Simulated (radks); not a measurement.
Values are calculated unless marked as measured or tabulated.
Question: Ionisation of the chromium ion Cr+, [Ar] 3d5, to [Ar] 3d4 as the strength of local exchange is varied. Code: a radial shooting solver on a logarithmic mesh with Libxc functionals. Model: Dirac Kohn-Sham, Slater X-alpha exchange (alpha = 2/3 is LDA exchange), no correlation, spin-unpolarised, spherical densities, point nucleus; open shells are shared between the two j in proportion to 2j + 1.

alpha  E(Cr+) (hartree)  exchange (hartree)  IE (eV)  -e of the level emptied (eV)  <r> of it (bohr)
0.614       -1042.77264           -40.74993   14.252                 8.371 (3d5/2)             1.477
0.622       -1043.30373           -41.30267   14.361                 8.453 (3d5/2)             1.471
0.667       -1046.29630           -44.42221   14.991                 8.928 (3d5/2)             1.442
0.726       -1050.23331           -48.53892   15.851                 9.585 (3d5/2)             1.405
0.911       -1062.67665           -61.64151   18.806                11.921 (3d5/2)             1.303
0.933       -1064.16630           -63.21909   19.184                12.226 (3d5/2)             1.292
1.001       -1068.78391           -68.12109   20.385                13.210 (3d5/2)             1.260
x           -1052.57602           -50.99526   16.380                 9.995 (3d5/2)             1.384

Which alpha was used in the last row?

Answer: alpha = 0.761. NIST Atomic Spectra Database: 16.486 eV (measured). The Delta-SCF value meets it near alpha = 0.77. Spin polarisation and multiplet splitting are left out, so open shells lie too high by an amount that depends on their filling.

Beside tabulated values, note that spin-unpolarised runs miss the spin-polarisation part of the exchange energy of open shells.
